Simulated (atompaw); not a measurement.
**Before and after: PAW (atompaw) potential for S**

| Item | Value |
| --- | --- |
| Element | S (Z = 16) |
| Generator | atompaw 4.2.0.5 |
| Type | PAW |
| Functional | LDA (PW92) |
| Relativity | non-relativistic |
| Frozen core | [Ne] |
| Valence charge | 6 |
| Reference configuration | 3s2 3p4 |
| Partial waves | 3s (bound): rc 1.65 bohr; 3s channel at -0.7 Ry: rc 1.65 bohr; 3p (bound): rc 1.65 bohr; 3p channel at 0.2 Ry: rc 1.65 bohr |
| Local potential | ultrasoft scheme with l = 2 at 1 Ry, radius 1.65 bohr |
| Core correction | smooth core density matched at 1.35 bohr |
| Augmentation charge | gaussian compensation charge, radius 1.40 bohr; PAW radius 1.65 bohr; waves and projectors: custom rrkj vanderbiltortho |

Change: wave 3p (bound): rc 1.65 bohr becomes 3p (bound): rc 1.36 bohr.

Cutoffs: the cutoffs (Ry, on a coarse ladder) from which the occupation-weighted sum of valence levels, in a spherical-Bessel basis at the reference potential, stays within 10 and 1 mRy of its value at 400 Ry; they do not see the model core or the augmentation charge, which bear on the density cutoff.

Question: What does the change do?

Answer: The potential gets softer (18 Ry and 30 Ry → 12 Ry and 21 Ry); neither file shows a bound ghost.

```tsv
quantity	base	changed
cutoff, loose	18 Ry	12 Ry
cutoff, tight	30 Ry	21 Ry
loose cutoff by channel (10 mRy a level)	s 6 Ry, p 15 Ry	s 6 Ry, p 10 Ry
bound ghosts	none	none
s: phases at 1.66 bohr within 0.05 rad from the reference energy up to (Ry; the scan ends near 5)	to the end of the scan	to the end of the scan
p: phases at 1.66 bohr within 0.05 rad from the reference energy up to (Ry; the scan ends near 5)	to the end of the scan	to the end of the scan
lowest overlap eigenvalue by channel	s 0.41, p 0.80	s 0.41, p 0.22
```

 The cutoffs see the waves, projectors and local potential, not the compensation charge or the core.
